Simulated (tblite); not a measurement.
Compound: 4H-pyran-4-one, C5H4O2.
Bonds: O1–C2 (double), C2–C3, C3–C4 (double), C4–O5, O5–C6, C6–C7 (double), C2–C7. Hydrogens: H8 on C3; H9 on C4; H10 on C6; H11 on C7.

Computed with GFN2-xTB (tblite), gas phase: Langevin dynamics at 200 K from the optimised GFN2-xTB geometry, time step 0.5 fs, friction 0.01 fs⁻¹, 2000 steps.

Start geometry:
```
atom  x, y, z in Å
O1     -0.982    2.267    0.139
C2     -0.499    1.152    0.070
C3     -1.289   -0.080    0.018
C4     -0.695   -1.279   -0.060
O5      0.634   -1.462   -0.094
C6      1.410   -0.368   -0.048
C7      0.941    0.886    0.028
H8     -2.363    0.003    0.043
H9     -1.229   -2.219   -0.102
H10     2.461   -0.621   -0.079
H11     1.615    1.725    0.061
```

The statistics below take the 31 frames saved every 25 fs from 250 to 1000 fs; their kinetic temperature (all 3N coordinates) averages 211 K.

Q: How do the bond lengths spread?

A: 
| bond | start (Å) | mean (Å) | standard deviation (Å) | shortest (Å) | longest (Å) |
| --- | --- | --- | --- | --- | --- |
| O1=C2 | 1.217 | 1.215 | 0.016 | 1.185 | 1.247 |
| C2–C3 | 1.465 | 1.462 | 0.021 | 1.403 | 1.515 |
| C3–C4 | 1.340 | 1.342 | 0.017 | 1.298 | 1.370 |
| C4–O5 | 1.342 | 1.358 | 0.023 | 1.301 | 1.399 |
| O5–C6 | 1.342 | 1.340 | 0.024 | 1.297 | 1.384 |
| C6–C7 | 1.340 | 1.345 | 0.017 | 1.309 | 1.373 |
| C2–C7 | 1.465 | 1.469 | 0.024 | 1.395 | 1.513 |
| C3–H8 | 1.077 | 1.084 | 0.032 | 1.023 | 1.142 |
| C4–H9 | 1.081 | 1.086 | 0.027 | 1.027 | 1.129 |
| C6–H10 | 1.081 | 1.083 | 0.018 | 1.040 | 1.120 |
| C7–H11 | 1.077 | 1.079 | 0.019 | 1.025 | 1.111 |

Q: Give the same statistics for bond angles, one of each kind among heavy atoms.

A: 
| angle | start (°) | mean (°) | standard deviation (°) | smallest (°) | largest (°) |
| --- | --- | --- | --- | --- | --- |
| O1–C2–C3 | 124.0 | 124.0 | 1.8 | 120.5 | 127.6 |
| C3–C2–C7 | 112.1 | 112.0 | 2.1 | 108.0 | 116.3 |
| C2–C3–C4 | 121.0 | 121.2 | 2.3 | 116.4 | 125.9 |
| C3–C4–O5 | 124.2 | 123.6 | 2.0 | 119.7 | 127.8 |
| C4–O5–C6 | 117.4 | 117.2 | 1.6 | 112.7 | 119.7 |

Q: How widely does the potential energy scatter, against a harmonic estimate?

A: Mean 0.24 eV above the start, standard deviation 0.071 eV, range 0.15 to 0.46 eV. For 27 classical harmonic modes at 200 K the canonical values are 27kT/2 = 0.23 eV and kT·√(27/2) = 0.063 eV.

The run is classical and short, so these are rough statistics of one trajectory.

What follows is the cost of the whole dynamics run. Hardware: Intel Xeon Platinum 8175M at 2.50 GHz, one thread, shared host with 32 logical CPUs at a one-minute load of 17. Cost: 12 s of wall time, 0.18 GiB resident at most.
